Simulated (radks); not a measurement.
Values are calculated unless marked as measured or tabulated.
Question: The mean radii <r> (bohr) of the occupied orbitals of an atom or ion are listed with their occupations. Level of theory: Dirac Kohn-Sham, BLYP, spin-unpolarised, spherical densities, point nucleus (a radial shooting solver on a logarithmic mesh with Libxc functionals).

orbital  occ.      <r>
1s1/2       2  0.02971
2s1/2       2   0.1281
2p1/2       2   0.1084
2p3/2       4   0.1137
3s1/2       2   0.3483
3p1/2       2   0.3393
3p3/2       4   0.3504
3d3/2       4   0.3220
3d5/2       6   0.3256
4s1/2       1   0.8364
4p1/2       2   0.8820
4p3/2       4   0.9095
4d3/2       4    1.068
4d5/2       5    1.079
5p1/2       1    2.268

Name the element and its charge. Open shells, if any, fill j = l - 1/2 first.

Answer: Z = 49, indium, charge +4: In4+ in [Ar] 3d10 4s1 4p6 4d9 5p1. The 1s radius gives Z: for a bare nucleus <r> = (2 gamma + 1)/(2Z) with gamma = sqrt(1 - (Z/c)^2), 0.02926 bohr for Z = 49, and screening makes it slightly larger (0.02971 here). The occupations add up to 45, and the charge is Z minus that.
